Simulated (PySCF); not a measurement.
Run record: EPR job, `[H]/N=[C]/C=C/[C@@H](C)CS` [radical].

Method: UKS B3LYP, pcH-1 on C H N S, non-relativistic, mean-field spin-orbit, GIAO (PySCF 2.14.0). Geometry: GFN2-xTB. The input is one job of a driver script: a line of settings, then coordinates in Å.

Command:
```bash
OMP_NUM_THREADS=1 python probes_run.py task.json out
```

Input:
```
{"job": {"kind": "epr", "basis": "pcH-1"}, "charge": 0, "multiplicity": 2}
C     -1.563382    -0.860443    -1.326515
C     -0.802174     0.186500    -0.502491
C      0.416374    -0.411340     0.112276
C      1.697771     0.018979    -0.180607
C      2.827870    -0.440366     0.368124
N      3.860218    -1.019759     0.631905
C     -1.737136     0.740470     0.579768
S     -0.984006     2.131223     1.487177
H     -2.450554    -0.421133    -1.777158
H     -1.868809    -1.691033    -0.693882
H     -0.925232    -1.245416    -2.118080
H     -0.511718     1.012813    -1.160322
H      0.274123    -1.236873     0.793419
H      1.826031     0.844474    -0.871434
H      4.434774    -0.798600     1.439101
H     -2.000705    -0.033167     1.302456
H     -2.648981     1.144759     0.141519
H      0.146776     1.478566     1.763085
```

Output:
```
UKS, coarse grid
  cycle   1  E = -687.47377559  |g| = 3.66e-01
  cycle   2  E = -687.42046671  |g| = 4.97e-01
  cycle   3  E = -687.53796523  |g| = 1.07e-01
  cycle   4  E = -687.54321708  |g| = 4.37e-02
  cycle   5  E = -687.54413711  |g| = 1.29e-02
  cycle   6  E = -687.54421276  |g| = 8.77e-03
  cycle   7  E = -687.54425917  |g| = 3.96e-03
  cycle   8  E = -687.54426980  |g| = 1.29e-03
  cycle   9  E = -687.54427147  |g| = 3.12e-04
UKS, final grid
  cycle   1  E = -687.54434104  |g| = 3.17e-04
  cycle   2  E = -687.54434103  |g| = 4.23e-04
  cycle   3  E = -687.54434111  |g| = 6.07e-05
  cycle   4  E = -687.54434112  |g| = 4.69e-05
  cycle   5  E = -687.54434112  |g| = 3.19e-05
  cycle   6  E = -687.54434112  |g| = 1.18e-05
E = -687.54434112 Eh   <S^2> = 0.7670 (exact 0.7500)
g shifts (ppm)      1          2          3
  rmc          -167       -167       -167
  gc             39          6        -14
  oz_so       -1592         62       1375
  total       -1720        -99       1194
hyperfine (MHz)  atom isotope    a_iso     a_fc   dipolar eigenvalues
    0   13C      38.83      38.83     -2.64     -2.55      5.19
    1   13C     -20.82     -20.82     -1.18      0.06      1.11
    2   13C      60.36      60.42    -54.92    -53.67    108.59
    3   13C     -37.41     -37.42    -19.48      6.59     12.90
    4   13C      28.46      28.63    -36.77    -34.38     71.16
    5   14N      25.41      25.45     -7.59     -6.30     13.89
    6   13C      44.27      44.29     -2.50     -2.31      4.81
    7   33S       0.25       0.24     -1.22     -0.98      2.20
    8    1H      11.68      11.68     -1.92     -1.10      3.02
    9    1H      -1.40      -1.41     -2.92     -1.73      4.64
   10    1H      -1.10      -1.10     -3.62     -1.38      5.00
   11    1H       1.93       1.92     -3.55     -2.49      6.04
   12    1H     -41.69     -41.70    -23.70     -0.94     24.64
   13    1H       7.32       7.33     -4.70      0.36      4.34
   14    1H     130.84     130.86     -7.40     -4.28     11.69
   15    1H      -1.70      -1.70     -2.83     -1.74      4.57
   16    1H       5.38       5.38     -1.95     -1.12      3.06
   17    1H      -2.77      -2.77     -4.68     -2.98      7.66
```

rmc, gc and oz_so are the mass-correction, gauge-correction and orbital-Zeeman/spin–orbit parts of the g shift along its three principal axes; a_iso is the isotropic hyperfine coupling and a_fc its Fermi-contact part. The program numbers atoms from 0.

Problem. How far is ⟨S²⟩ from the pure-spin value?

Solution. S = 0.5 gives S(S+1) = 0.75; the run has 0.7670, 0.0170 more.

Problem. Get g_iso from the total shifts.

Solution. Their mean is -209 ppm; added to g_e = 2.002319 it gives 2.00211.

In short: ⟨S²⟩ 0.767; g_iso 2.0021.

The structure is a single GFN2-xTB conformer in the gas phase; no vibrational or solvent corrections.

On an Arm Neoverse N1 with one thread (shared host), this took 3.0 min wall (grids of density and orbitals included) and 1.1 GiB of memory at its peak.
Labels such as C1 count atoms from 1, the log's own numbers from 0.
